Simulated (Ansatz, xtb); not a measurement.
# Relative energy of two isomers of C2H11BSi2

Structure a: `B[C@@H]([SiH3])[SiH2]C`, a singlet. Structure b: `B[Si@@H](C)C[SiH3]`, a singlet. Both are isolated molecules in the gas phase, relaxed with B3LYP/def2-SVP, each in the lowest conformer that the search found.

a (Å):

```xyz
16

C     2.1323    1.0390    0.9424
C     1.0351    1.7706   -1.9569
B     0.7803    1.1507    1.6816
Si    2.4709   -0.7319    0.3449
Si    2.1522    2.2729   -0.5236
H    -0.2511    0.8432    1.1257
H     0.7084    1.5584    2.8171
H     2.9800    1.3325    1.5882
H     2.6386   -1.6490    1.5105
H     1.3466   -1.2375   -0.4936
H     3.7275   -0.7739   -0.4626
H     1.7379    3.6203   -0.0251
H     3.5679    2.3855   -0.9897
H    -0.0099    1.6545   -1.6298
H     1.3566    0.8223   -2.4156
H     1.0629    2.5485   -2.7372
```

b (Å):

```xyz
16

C     3.4551   -0.0663   -0.2518
C     1.3186    2.1528   -0.8093
B     1.6172    1.0177    2.2473
Si    2.5088    1.4064    0.4761
Si   -0.0940    1.0544   -1.4096
H     0.6687    1.6598    2.6322
H     2.0506    0.1832    3.0063
H     3.5166    2.4691    0.8346
H     4.2016   -0.4368    0.4691
H     2.7810   -0.9028   -0.4974
H     3.9861    0.2195   -1.1745
H     1.9012    2.4839   -1.6876
H     0.8750    3.0627   -0.3667
H     0.4287   -0.1315   -2.1529
H    -0.8898    0.5497   -0.2480
H    -1.0170    1.7998   -2.3175
```

Quicker runs give these differences E(b) − E(a): GFN2-xTB +14.5 kcal/mol; HF/STO-3G +10.0 kcal/mol (at GFN2-xTB geometries); r2SCAN-D4/def2-SVP +15.8 kcal/mol (at GFN2-xTB geometries).

Estimate E(b) − E(a) at the level CCSD(T)/def2-SVP + ΔMP2/def2-TZVPP.

Calculated at CCSD(T)/def2-SVP + ΔMP2/def2-TZVPP: E(b) − E(a) = +14.1 kcal/mol, so structure a lies lower.

The same difference at several levels:

```json
{"level": "GFN2-xTB", "geometry": "GFN2-xTB", "E(b) − E(a) (kcal/mol)": "+14.5", "departure from the last row (kcal/mol)": "+0.4", "job, with rough time for the two": "optimisation, 0.27 s"}
{"level": "HF/STO-3G", "geometry": "GFN2-xTB", "E(b) − E(a) (kcal/mol)": "+10.0", "departure from the last row (kcal/mol)": "−4.1", "job, with rough time for the two": "single point, 0.46 s"}
{"level": "r2SCAN-D4/def2-SVP", "geometry": "GFN2-xTB", "E(b) − E(a) (kcal/mol)": "+15.8", "departure from the last row (kcal/mol)": "+1.7", "job, with rough time for the two": "single point, 4.5 s"}
{"level": "B3LYP/def2-SVP", "geometry": "B3LYP/def2-SVP", "E(b) − E(a) (kcal/mol)": "+12.9", "departure from the last row (kcal/mol)": "−1.2", "job, with rough time for the two": "optimisation, 1.8 min"}
{"level": "HF/def2-SVP", "geometry": "B3LYP/def2-SVP", "E(b) − E(a) (kcal/mol)": "+12.9", "departure from the last row (kcal/mol)": "−1.2", "job, with rough time for the two": "part of the CCSD(T) run"}
{"level": "MP2/def2-SVP", "geometry": "B3LYP/def2-SVP", "E(b) − E(a) (kcal/mol)": "+16.0", "departure from the last row (kcal/mol)": "+1.9", "job, with rough time for the two": "part of the CCSD(T) run"}
{"level": "CCSD(T)/def2-SVP", "geometry": "B3LYP/def2-SVP", "E(b) − E(a) (kcal/mol)": "+14.5", "departure from the last row (kcal/mol)": "+0.4", "job, with rough time for the two": "single point"}
{"level": "CCSD(T)/def2-SVP + ΔMP2/def2-TZVPP", "geometry": "B3LYP/def2-SVP", "E(b) − E(a) (kcal/mol)": "+14.1", "departure from the last row (kcal/mol)": "", "job, with rough time for the two": "single point, 31 s"}
```

As drawn, b has 1 B–Si, 1 C–H in place of 1 C–B, 1 Si–H.

None of the levels shown reverses the order. The largest departure from CCSD(T)/def2-SVP + ΔMP2/def2-TZVPP is that of HF/STO-3G, 4.1 kcal/mol. The last row adds to CCSD(T) the change of the MP2 difference between the two basis sets, here −0.4 kcal/mol.

With thermal terms from frequencies at re-optimised GFN2-xTB minima (ideal gas, soft modes damped towards free rotors, one conformer each, 298.15 K, 1 atm): the zero-point term adds +0.9 kcal/mol; ΔH is +15.2 and ΔG +14.7 kcal/mol.

The correlated steps freeze 13 core orbitals. Programs: Ansatz 0.2.0, xtb 6.7.1; the last row on 2 threads of Intel(R) Xeon(R) 6975P-C (Granite Rapids) on a shared host.
